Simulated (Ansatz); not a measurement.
One change: `C[S][GeH]` becomes `C[S][Na]`.

Ansatz, PBE0-D4/def2-TZVP geometries, multiplicity 1. 

Scalar relativity is left out up to krypton.

```tsv
property	`C[S][GeH]`
HOMO–LUMO gap (ωB97M-V/def2-TZVPP) / eV	8.45
size of the dipole moment (PBE/def2-TZVPP) / D	1.54
HOMO energy (PBE0/def2-TZVPP) / eV	-6.77
zero-point energy (PBE0-D4/def2-TZVP) / kJ/mol	120.0
HOMO energy (ωB97M-V/def2-TZVPP) / eV	-8.85
LUMO energy (ωB97M-V/def2-TZVPP) / eV	-0.39
```

Give the same properties after the change, and the shifts. (An estimate is asked.)

Ansatz gave: 
| property | `C[S][Na]` | shift |
| --- | --- | --- |
| HOMO–LUMO gap (ωB97M-V/def2-TZVPP) / eV | 6.02 | -2.43 |
| size of the dipole moment (PBE/def2-TZVPP) / D | 7.13 | 5.59 |
| HOMO energy (PBE0/def2-TZVPP) / eV | -4.74 | 2.03 |
| zero-point energy (PBE0-D4/def2-TZVP) / kJ/mol | 99.6 | -20.4 |
| HOMO energy (ωB97M-V/def2-TZVPP) / eV | -6.88 | 1.97 |
| LUMO energy (ωB97M-V/def2-TZVPP) / eV | -0.86 | -0.47 |

With PBE0 the HOMO rises by 2.03 eV and the LUMO rises by 0.68 eV, so the gap narrows by about 1.35 eV. PBE moves the HOMO by 2.01 eV and ωB97M-V by 1.97 eV. The zero-point energy changes by -20.4 kJ/mol with -3 modes. Dipoles are sizes alone; their direction can turn.
